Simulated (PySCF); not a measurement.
SMILES [SiH2](OC)S (CH6OSSi) (B3LYP/def2-SVP optimised geometry):

```
10

Si     0.399     0.186     0.000
S     -0.219    -0.787    -1.832
O     -0.050    -0.628     1.376
C     -1.364    -0.956     1.769
H      1.879     0.186     0.000
H     -0.173     1.564     0.000
H     -1.427    -0.179    -1.889
H     -1.879    -1.564     1.002
H     -1.317    -1.544     2.699
H     -1.974    -0.053     1.964
```

Method: B3LYP/def2-TZVP in PySCF.

Problem. What are the frontier orbital energies and the dipole moment?

Solution. HOMO-2 -8.68 eV, HOMO-1 -8.04 eV, HOMO -7.36 eV, LUMO -0.10 eV, LUMO+1 0.42 eV; dipole moment 1.76 D.

On the same geometry PBE/def2-TZVP (PySCF 2.14.0) gives HOMO-2 -7.42 eV, HOMO-1 -6.78 eV, HOMO -6.38 eV, LUMO -0.72 eV, LUMO+1 -0.27 eV; dipole moment 1.71 D.

Meta-Löwdin charges at B3LYP/def2-TZVP: Si1 0.83, S2 -0.31, O3 -0.61, C4 -0.10, H5 -0.10, H6 -0.13, H7 0.10, H8 0.10, H9 0.12, H10 0.10.
